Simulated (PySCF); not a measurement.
## Bonding in `C[S@+]1CCC[C@@H]1OC=O`

Compound: C6H11O2S (charge +1).
SMILES with atom numbers: `[CH3:1][S@+:2]1[CH2:3][CH2:4][CH2:5][C@@H:6]1[O:7][CH:8]=[O:9]` (hydrogens: H10, H11, H12 on C1; H13, H14 on C3; H15, H16 on C4; H17, H18 on C5; H19 on C6; H20 on C8)

Cartesian coordinates in Å at the GFN2-xTB level; atoms count from 1:
```xyz
20
C6H11O2S angstrom
C      1.4298    1.3999    0.2864
S      0.3775    0.2074    1.1506
C      1.1504   -1.3536    0.5534
C      0.1220   -2.0762   -0.3067
C     -0.6554   -1.0048   -1.0606
C     -1.0919   -0.0049   -0.0098
O     -1.5256    1.2071   -0.5511
C     -1.6080    2.2329    0.2941
O     -1.1690    2.1922    1.4066
H      2.4614    1.1600    0.5279
H      1.2006    2.3910    0.6681
H      1.2676    1.3541   -0.7861
H      2.0398   -1.0954   -0.0158
H      1.4415   -1.9323    1.4266
H     -0.5575   -2.6570    0.3175
H      0.6170   -2.7607   -0.9935
H     -1.5245   -1.4184   -1.5711
H     -0.0320   -0.5115   -1.8082
H     -1.8648   -0.4122    0.6554
H     -2.0842    3.0931   -0.1867
```

Bond orders from the PBE0/pcSseg-1 density (PySCF). The structure is a single GFN2-xTB conformer in the gas phase; no vibrational or solvent corrections.

Task: How far do the computed orders between heavy atoms stray from the drawn ones?

Result: The largest departure is 0.124, at C6–O7 (drawn single, 0.876). Drawn single, order below 0.88: C6–O7 (0.876). The SMILES, with its formal charges, is one Lewis structure only.

Task: Set the Mayer orders of the bonds beside their lengths.

Result: 
```csv
bond,drawn as,length (Å),Mayer order
C1–S2,single,1.810,0.933
S2–C3,single,1.841,0.913
C3–C4,single,1.523,1.004
C4–C5,single,1.523,1.013
C5–C6,single,1.515,0.989
C6–O7,single,1.396,0.876
O7–C8,single,1.332,1.083
C8–O9,double,1.197,1.891
C6–S2,single,1.884,0.895
C1–H10,single,1.086,0.930
C1–H11,single,1.086,0.927
C1–H12,single,1.086,0.927
C3–H13,single,1.087,0.921
C3–H14,single,1.087,0.924
C4–H15,single,1.090,0.939
C4–H16,single,1.089,0.935
C5–H17,single,1.089,0.922
C5–H18,single,1.091,0.933
C6–H19,single,1.098,0.905
C8–H20,single,1.094,0.934
```

By pair of heavy elements: C–S: lowest C6–S2 (0.895, 1.884 Å), highest C1–S2 (0.933, 1.810 Å). C–C: lowest C5–C6 (0.989, 1.515 Å), highest C4–C5 (1.013, 1.523 Å); in 1 of the 3 pairs the longer bond (by over 0.003 Å) has the higher order (by 0.02 or more). C–O: lowest C6–O7 (0.876, 1.396 Å), highest C8–O9 (1.891, 1.197 Å).

Task: Sum the orders of all bonds at each heavy atom with more than one neighbour and set the sums beside the valence in the SMILES.

Result: C1 3.717 (drawn 4), S2 2.741 (drawn 3), C3 3.762 (drawn 4), C4 3.891 (drawn 4), C5 3.857 (drawn 4), C6 3.665 (drawn 4), O7 1.959 (drawn 2), C8 3.908 (drawn 4). Orders between atoms that aren't bonded are not in these sums.

Mayer orders depend on the basis set.
